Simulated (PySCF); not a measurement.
# Atomic charges against the basis set

C4H5FOSi.
Geometry (PBE0-D3(BJ)/def2-SVP, Å), atoms numbered from 1 in this order:
```xyz
12
C4H5FOSi angstrom
O     -2.844    0.083   -0.273
C     -1.665   -0.112   -0.139
C     -1.065   -1.512    0.014
C      0.423   -1.417    0.166
C      1.007   -0.209    0.150
F      2.328   -0.072    0.284
Si    -0.219    1.193   -0.073
H     -1.543   -2.004    0.881
H     -1.359   -2.115   -0.865
H      1.026   -2.324    0.289
H     -0.313    2.126    1.086
H     -0.059    1.965   -1.338
```

PBE0 throughout (PySCF), one geometry, spherical d and f functions. Geometry: PBE0-D3(BJ)/def2-SVP; no solvent, vibrations or thermal averaging. The first 7 of 10 kinds of atom are listed.

Mulliken charges (e):

```
        basis  functions      O1      C2      C3      C4      C5      F6     Si7
       STO-3G         44  -0.185  +0.026  -0.179  -0.129  -0.082  -0.072  +0.561
        6-31G         77  -0.393  +0.114  -0.427  -0.159  +0.046  -0.325  +0.651
     pcSseg-0         77  -0.444  -0.016  -0.563  -0.184  -0.183  -0.348  +0.926
       6-31G*        112  -0.384  +0.219  -0.445  -0.219  +0.204  -0.311  +0.392
      cc-pVDZ        127  -0.198  -0.033  -0.012  -0.093  +0.045  -0.173  +0.320
     def2-SVP        127  -0.202  -0.117  +0.022  -0.139  +0.022  -0.206  +0.467
  aug-cc-pVDZ        210  -0.582  +0.301  +0.359  +0.659  +0.202  -0.549  -0.368
6-311+G(2d,p)        227  -0.363  +0.108  -0.397  +0.042  -0.031  -0.290  +0.536
    def2-TZVP        253  -0.254  +0.033  -0.038  -0.234  +0.118  -0.184  +0.160
      cc-pVTZ        284  -0.239  +0.066  -0.135  -0.191  +0.079  -0.163  +0.261
     IGLO-III        304  -0.388  +0.134  -0.233  -0.065  +0.029  -0.249  +0.694
     pcSseg-2        329  -0.333  +0.024  +0.112  -0.126  +0.070  -0.249  +0.522
```

IAO charges (e):

```json
{"basis": "STO-3G", "functions": "44", "O1": "-0.173", "C2": "-0.018", "C3": "-0.310", "C4": "-0.194", "C5": "-0.118", "F6": "-0.083", "Si7": "+0.674"}
{"basis": "6-31G", "functions": "77", "O1": "-0.336", "C2": "+0.147", "C3": "-0.328", "C4": "-0.185", "C5": "+0.006", "F6": "-0.240", "Si7": "+0.522"}
{"basis": "pcSseg-0", "functions": "77", "O1": "-0.317", "C2": "+0.128", "C3": "-0.336", "C4": "-0.184", "C5": "-0.009", "F6": "-0.226", "Si7": "+0.524"}
{"basis": "6-31G*", "functions": "112", "O1": "-0.358", "C2": "+0.164", "C3": "-0.318", "C4": "-0.185", "C5": "+0.008", "F6": "-0.251", "Si7": "+0.630"}
{"basis": "cc-pVDZ", "functions": "127", "O1": "-0.351", "C2": "+0.166", "C3": "-0.319", "C4": "-0.188", "C5": "+0.012", "F6": "-0.252", "Si7": "+0.616"}
{"basis": "def2-SVP", "functions": "127", "O1": "-0.351", "C2": "+0.159", "C3": "-0.315", "C4": "-0.181", "C5": "+0.007", "F6": "-0.252", "Si7": "+0.633"}
{"basis": "aug-cc-pVDZ", "functions": "210", "O1": "-0.376", "C2": "+0.177", "C3": "-0.322", "C4": "-0.187", "C5": "+0.014", "F6": "-0.267", "Si7": "+0.626"}
{"basis": "6-311+G(2d,p)", "functions": "227", "O1": "-0.378", "C2": "+0.171", "C3": "-0.324", "C4": "-0.185", "C5": "+0.006", "F6": "-0.269", "Si7": "+0.658"}
{"basis": "def2-TZVP", "functions": "253", "O1": "-0.376", "C2": "+0.170", "C3": "-0.324", "C4": "-0.186", "C5": "+0.007", "F6": "-0.268", "Si7": "+0.664"}
{"basis": "cc-pVTZ", "functions": "284", "O1": "-0.372", "C2": "+0.171", "C3": "-0.325", "C4": "-0.188", "C5": "+0.010", "F6": "-0.265", "Si7": "+0.649"}
{"basis": "IGLO-III", "functions": "304", "O1": "-0.378", "C2": "+0.169", "C3": "-0.325", "C4": "-0.186", "C5": "+0.006", "F6": "-0.269", "Si7": "+0.667"}
{"basis": "pcSseg-2", "functions": "329", "O1": "-0.377", "C2": "+0.170", "C3": "-0.325", "C4": "-0.186", "C5": "+0.007", "F6": "-0.268", "Si7": "+0.663"}
```

Problem. Which scheme is steadiest as the basis changes?

Solution. Largest range over the bases for any column: IAO 0.21 e, Mulliken 1.29 e. IAO charges move least and Mulliken charges most, counted in e. Without the minimal STO-3G basis the ranges are IAO 0.14, Mulliken 1.29 e.

Problem. How much do the charges still move between the two largest bases, IGLO-III and pcSseg-2?

Solution. At most, over all atoms: Mulliken 0.344 e, IAO 0.004 e.

Problem. What do the same runs give for the total energy, the frontier levels and the dipole moment?

Solution. 
| basis | energy (Eh) | HOMO (eV) | LUMO (eV) | μ (D) |
| --- | --- | --- | --- | --- |
| STO-3G | -611.8031 | -3.71 | 2.51 | 0.85 |
| 6-31G | -619.3219 | -6.91 | -1.38 | 1.37 |
| pcSseg-0 | -618.3528 | -7.13 | -1.64 | 1.05 |
| 6-31G* | -619.4412 | -6.73 | -1.31 | 1.43 |
| cc-pVDZ | -619.4837 | -6.77 | -1.43 | 1.31 |
| def2-SVP | -619.1294 | -6.89 | -1.54 | 1.28 |
| aug-cc-pVDZ | -619.5100 | -7.01 | -1.73 | 1.49 |
| 6-311+G(2d,p) | -619.5775 | -7.05 | -1.77 | 1.51 |
| def2-TZVP | -619.6084 | -6.98 | -1.70 | 1.50 |
| cc-pVTZ | -619.5958 | -6.94 | -1.63 | 1.46 |
| IGLO-III | -619.6143 | -7.02 | -1.75 | 1.50 |
| pcSseg-2 | -619.6127 | -7.04 | -1.74 | 1.47 |

The dipole is fixed by the density alone, so its range of 0.66 D shows that the density itself changes with the basis, not only its division among atoms.
